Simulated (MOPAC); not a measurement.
MOPAC input (AM1):

```
AM1 FORCE THERMO(298,298) PRECISE LET UHF MS=0.5 GEO-OK AUX(PRECISION=9) THREADS=1
C2H6BO

C     1.90747425 1   -0.28203639 1   -0.53539813 1
B     0.61034611 1    0.14688558 1    0.16694535 1
O    -0.62606263 1   -0.17484309 1   -0.20566483 1
C    -1.70252365 1    0.32782920 1    0.58638759 1
H     2.50480485 1   -0.84572503 1    0.20943470 1
H     1.66348088 1   -0.91126895 1   -1.41572330 1
H     2.43163324 1    0.64715932 1   -0.83736338 1
H    -1.33477649 1    0.94465953 1    1.44039355 1
H    -2.26662420 1   -0.56320754 1    0.95766681 1
H    -2.34025562 1    0.94109647 1   -0.09713968 1
```

From the output:

```
     H   10   0.005367   0.524151   0.527356   5.477395

          HEAT OF FORMATION =     -33.106106 KCALS/MOLE

          ZERO POINT ENERGY      51.435 KCAL/MOL

           NORMAL COORDINATE ANALYSIS (Total motion = 1 Angstrom)

   Root No.       1         2         3         4         5         6         7         8

                 1 A"      2 A"      3 A"      1 A'      2 A'      4 A"      3 A'      4 A'

                  52.6      67.6     161.8     223.5     466.0     801.4     805.9    1095.4

           1   -0.0000   -0.0000   -0.0000    0.0011    0.0825   -0.0000   -0.0387    0.0355
           2    0.0000    0.0000    0.0000   -0.0539    0.0192    0.0000   -0.0590   -0.0221
           3   -0.0039   -0.0079   -0.0539   -0.0000   -0.0000   -0.0673   -0.0000   -0.0000
           4   -0.0000   -0.0000    0.0000   -0.0040    0.0662    0.0000   -0.0026   -0.0347
           5    0.0000    0.0000   -0.0000    0.0768   -0.0494   -0.0000   -0.0026    0.0808
           6   -0.0219   -0.0600    0.1091    0.0000   -0.0000    0.0535    0.0000    0.0000
           7    0.0000    0.0000    0.0000    0.0077   -0.0576    0.0000    0.0167    0.0027
           8   -0.0000   -0.0000   -0.0000    0.0712    0.0406   -0.0000    0.0325   -0.0296
           9    0.0257    0.0649    0.0463    0.0000    0.0000   -0.0001    0.0000    0.0000
          10   -0.0000   -0.0000   -0.0000   -0.0057   -0.0692    0.0000    0.0264   -0.0269
          11   -0.0000    0.0000    0.0000   -0.0619   -0.0310   -0.0000    0.0052   -0.0308
          12   -0.0068   -0.0180   -0.0588   -0.0000    0.0000   -0.0001    0.0000   -0.0000
          13    0.0099    0.0390   -0.1196    0.0600    0.0156    0.3563   -0.2272    0.0459
          14   -0.0889    0.1968    0.0001   -0.0914    0.0675    0.0011    0.0557    0.0098
          15   -0.0533    0.1235   -0.0973   -0.0006    0.0027    0.0777   -0.0056    0.0166
          16    0.0000   -0.0000   -0.0000   -0.1145    0.2301    0.0000    0.2806    0.2121
          17   -0.0000    0.0000    0.0000   -0.0962    0.0759   -0.0000    0.0671    0.0451
          18    0.1022   -0.2182   -0.1042    0.0000   -0.0000    0.1001   -0.0000   -0.0000
          19   -0.0099   -0.0390    0.1196    0.0600    0.0156   -0.3563   -0.2272    0.0459
          20    0.0889   -0.1968   -0.0001   -0.0914    0.0675   -0.0012    0.0557    0.0098
          21   -0.0533    0.1235   -0.0973    0.0006   -0.0027    0.0777    0.0057   -0.0167
          22    0.0000    0.0000   -0.0000   -0.1147   -0.1481   -0.0000   -0.0105    0.1840
          23   -0.0000   -0.0000    0.0000   -0.0880   -0.0526   -0.0000   -0.0036    0.0288
          24    0.1952    0.0023   -0.0941   -0.0000    0.0000   -0.0093    0.0000   -0.0000
          25    0.0336    0.0484    0.0735    0.0417   -0.0334    0.0183    0.0462   -0.1305
          26    0.1799    0.0294   -0.0125   -0.1032   -0.0662   -0.0019   -0.0102    0.0709
          27   -0.1183   -0.0547   -0.0844    0.0006    0.0015   -0.0083   -0.0017    0.0008
          28   -0.0336   -0.0484   -0.0735    0.0417   -0.0334   -0.0183    0.0462   -0.1305
          29   -0.1799   -0.0294    0.0125   -0.1032   -0.0662    0.0019   -0.0102    0.0709
          30   -0.1184   -0.0547   -0.0844   -0.0006   -0.0015   -0.0083    0.0017   -0.0008

   Root No.       9        10        11        12        13        14        15        16

                 5 A"      5 A'      6 A'      7 A'      8 A'      6 A"      7 A"      9 A'

                1198.7    1228.6    1276.6    1345.5    1368.1    1368.8    1370.5    1374.6

           1    0.0000    0.0029   -0.0244    0.0688    0.0145   -0.0000   -0.0000   -0.0031
           2   -0.0000    0.0072    0.0036   -0.0056    0.0003    0.0000    0.0000   -0.0467
           3   -0.0033    0.0000    0.0000   -0.0000   -0.0000   -0.0014   -0.0442   -0.0000
           4    0.0000    0.0395   -0.0289   -0.0099   -0.0056   -0.0000    0.0000    0.0049
           5   -0.0000   -0.0159   -0.0272    0.0499    0.0055    0.0000   -0.0000    0.0007
           6    0.0074   -0.0000   -0.0000    0.0000    0.0000   -0.0012   -0.0016    0.0000
           7    0.0000   -0.0066   -0.0916   -0.0515   -0.0061   -0.0000   -0.0000    0.0038
           8   -0.0000    0.0288    0.0338   -0.0359   -0.0065    0.0000    0.0000   -0.0011
           9    0.0304    0.0000    0.0000   -0.0000   -0.0000   -0.0045    0.0003   -0.0000
          10   -0.0000    0.0001    0.1159    0.0592    0.0032   -0.0000   -0.0000   -0.0041
          11    0.0000   -0.0420   -0.0306    0.0180   -0.0352    0.0000    0.0000   -0.0005
          12   -0.0741   -0.0000   -0.0000   -0.0000   -0.0000   -0.0340    0.0012    0.0000
          13    0.0117   -0.1219    0.1658   -0.1579   -0.0275   -0.0054   -0.1214    0.0556
          14   -0.0000    0.0134   -0.0101    0.0393   -0.0003    0.0078    0.2066    0.3122
          15    0.0015   -0.0341    0.0515   -0.0457   -0.0131    0.0022    0.0604    0.2178
          16   -0.0000   -0.1616    0.1246   -0.1126   -0.0175    0.0000    0.0000   -0.1278
          17   -0.0000   -0.0476    0.0495   -0.0573   -0.0093   -0.0000   -0.0000   -0.0652
          18    0.0010    0.0000    0.0000    0.0000   -0.0000    0.0159    0.4219    0.0000
          19   -0.0117   -0.1219    0.1658   -0.1579   -0.0275    0.0054    0.1214    0.0556
          20    0.0000    0.0134   -0.0101    0.0393   -0.0003   -0.0078   -0.2066    0.3123
          21    0.0015    0.0341   -0.0515    0.0457    0.0131    0.0022    0.0603   -0.2178
          22    0.0000    0.2333    0.1574   -0.1247   -0.1699    0.0000   -0.0000   -0.0088
          23   -0.0000    0.0272   -0.0016   -0.0288   -0.0557   -0.0000    0.0000   -0.0017
          24    0.1473   -0.0000   -0.0000    0.0000    0.0000    0.4009   -0.0157    0.0000
          25   -0.3407   -0.0912    0.0303   -0.0240    0.0938    0.1371   -0.0059   -0.0009
          26    0.0051    0.0611    0.0242   -0.0528    0.2621   -0.2183    0.0085    0.0077
          27    0.1047   -0.0075   -0.0074    0.0573   -0.1899    0.0424   -0.0015   -0.0048
          28    0.3407   -0.0912    0.0303   -0.0240    0.0938   -0.1371    0.0059   -0.0009
          29   -0.0051    0.0611    0.0242   -0.0528    0.2621    0.2183   -0.0085    0.0077
          30    0.1047    0.0075    0.0074   -0.0573    0.1899    0.0425   -0.0015    0.0048

   Root No.      17        18        19        20        21        22        23        24

                10 A'     11 A'      8 A"     12 A'     13 A'      9 A"     14 A'     15 A'

                1460.6    1634.9    3073.2    3075.7    3100.7    3105.9    3148.4    3174.1

           1    0.0371   -0.1105   -0.0000   -0.0001    0.0038   -0.0000    0.0001   -0.0208
           2   -0.0018   -0.0027    0.0000   -0.0002   -0.0536    0.0000   -0.0001   -0.0054
           3   -0.0000    0.0000   -0.0000   -0.0000   -0.0000   -0.0577   -0.0000    0.0000
           4   -0.0355    0.2038   -0.0000    0.0011   -0.0001   -0.0000   -0.0003   -0.0016
           5    0.0021    0.1167    0.0000    0.0004   -0.0015    0.0000   -0.0003   -0.0006
           6    0.0000   -0.0000   -0.0001    0.0000   -0.0000   -0.0016    0.0000    0.0000
           7   -0.0157   -0.0681    0.0000   -0.0013    0.0003   -0.0000    0.0044    0.0002
           8   -0.0012   -0.0758   -0.0000   -0.0016    0.0001    0.0000   -0.0002    0.0003
           9   -0.0000   -0.0000   -0.0020   -0.0000    0.0000   -0.0000   -0.0000   -0.0000
          10   -0.0359   -0.0197   -0.0000   -0.0041   -0.0000   -0.0000    0.0199    0.0001
          11    0.0081    0.0045    0.0000   -0.0505    0.0002    0.0000   -0.0014   -0.0000
          12    0.0000    0.0000   -0.0559   -0.0000   -0.0000   -0.0000    0.0000    0.0000
          13   -0.0345    0.0208    0.0000    0.0002    0.0657   -0.1389   -0.0005    0.0897
          14    0.0142   -0.0236    0.0001    0.0002    0.0819   -0.2340   -0.0008    0.1677
          15   -0.0118    0.0177   -0.0001   -0.0005   -0.1818    0.3664    0.0013   -0.2877
          16   -0.0253    0.0515    0.0000   -0.0006   -0.1795   -0.0000   -0.0006    0.0827
          17   -0.0192    0.0465    0.0000    0.0017    0.4896    0.0000    0.0021   -0.2688
          18   -0.0000   -0.0000   -0.0000   -0.0000    0.0000   -0.0277   -0.0000   -0.0000
          19   -0.0345    0.0208   -0.0000    0.0002    0.0657    0.1389   -0.0005    0.0897
          20    0.0142   -0.0236   -0.0001    0.0002    0.0819    0.2340   -0.0008    0.1677
          21    0.0118   -0.0177   -0.0001    0.0005    0.1818    0.3664   -0.0013    0.2878
          22    0.2278    0.0645   -0.0000   -0.1208    0.0005    0.0000   -0.0703   -0.0003
          23    0.0649    0.0164    0.0000    0.4602   -0.0021    0.0000    0.3108    0.0018
          24   -0.0000   -0.0000   -0.0279    0.0000   -0.0000   -0.0000    0.0000    0.0000
          25    0.2414    0.1450    0.1799    0.0897   -0.0001    0.0000   -0.1170   -0.0006
          26   -0.0759   -0.0423    0.2102    0.0817   -0.0000    0.0000   -0.1436   -0.0008
          27   -0.0751   -0.0590    0.3636    0.1996   -0.0002    0.0001   -0.2677   -0.0014
          28    0.2414    0.1450   -0.1798    0.0897   -0.0001   -0.0000   -0.1170   -0.0006
          29   -0.0759   -0.0423   -0.2103    0.0817   -0.0000   -0.0000   -0.1436   -0.0008
          30    0.0751    0.0590    0.3636   -0.1996    0.0002    0.0001    0.2677    0.0014

           MASS-WEIGHTED COORDINATE ANALYSIS (NORMAL COORDINATES)

   Root No.       1         2         3         4         5         6         7         8

                 1 A"      2 A"      3 A"      1 A'      2 A'      4 A"      3 A'      4 A'

                  52.6      67.6     161.8     223.5     466.0     801.4     805.9    1095.4

           1   -0.0000   -0.0000   -0.0000    0.0070    0.4448   -0.0000   -0.2494    0.2365
           2    0.0000    0.0000    0.0000   -0.3305    0.1036    0.0000   -0.3807   -0.1475
           3   -0.0316   -0.0513   -0.3239   -0.0000   -0.0000   -0.3862   -0.0000   -0.0000
           4   -0.0000   -0.0000    0.0000   -0.0230    0.3384    0.0000   -0.0156   -0.2195
           5    0.0000    0.0000   -0.0000    0.4462   -0.2526   -0.0000   -0.0159    0.5105
           6   -0.1682   -0.3707    0.6217    0.0000   -0.0000    0.2913    0.0000    0.0000
           7    0.0000    0.0000    0.0000    0.0548   -0.3586    0.0000    0.1243    0.0207
           8   -0.0000   -0.0000   -0.0000    0.5035    0.2524   -0.0000    0.2416   -0.2279
           9    0.2407    0.4879    0.3211    0.0000    0.0000   -0.0003    0.0000    0.0000
          10   -0.0000   -0.0000   -0.0000   -0.0352   -0.3730    0.0000    0.1705   -0.1790
          11   -0.0000    0.0000    0.0000   -0.3790   -0.1671   -0.0000    0.0334   -0.2052
          12   -0.0554   -0.1173   -0.3533   -0.0000    0.0000   -0.0004    0.0000   -0.0000
          13    0.0231    0.0736   -0.2082    0.1064    0.0243    0.5926   -0.4243    0.0887
          14   -0.2086    0.3711    0.0001   -0.1623    0.1055    0.0019    0.1041    0.0188
          15   -0.1251    0.2329   -0.1693   -0.0011    0.0043    0.1292   -0.0105    0.0321
          16    0.0000   -0.0000   -0.0000   -0.2032    0.3594    0.0000    0.5240    0.4093
          17   -0.0000    0.0000    0.0000   -0.1708    0.1186   -0.0000    0.1253    0.0870
          18    0.2398   -0.4114   -0.1814    0.0000   -0.0000    0.1666   -0.0000   -0.0000
          19   -0.0231   -0.0736    0.2082    0.1064    0.0243   -0.5926   -0.4243    0.0886
          20    0.2086   -0.3712   -0.0001   -0.1623    0.1055   -0.0019    0.1041    0.0188
          21   -0.1251    0.2329   -0.1693    0.0011   -0.0043    0.1292    0.0106   -0.0321
          22    0.0000    0.0000   -0.0000   -0.2035   -0.2313   -0.0000   -0.0195    0.3551
          23   -0.0000   -0.0000    0.0000   -0.1562   -0.0822   -0.0000   -0.0068    0.0556
```
